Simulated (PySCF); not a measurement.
Computed IR spectrum (relative IR intensity) of a molecule CH3BF2O. The structure is a stationary point at B3LYP-D3(BJ)/def2-SVP. The values are those of a single conformer. Method: B3LYP-D3(BJ)/def2-SVP run with PySCF 2.14.0. No scaling factor is applied to the harmonic values.

| ν (cm⁻¹) | relative intensity |
|---|---|
| 452 | 3.1 |
| 680 | 17 |
| 820 | 2.1 |
| 1122 | 11 |
| 1200 | 3.2 |
| 1423 | 49 |
| 1454 | 80 |
| 1480 | 2.1 |
| 1561 | 100 |
| 3033 | 8.5 |
| 3123 | 4.6 |
| 3130 | 3.7 |

Problem. Which structure fits?
(A) OB(F)CF
(B) COB(F)F
(C) OCB(F)F

Solution. B, COB(F)F
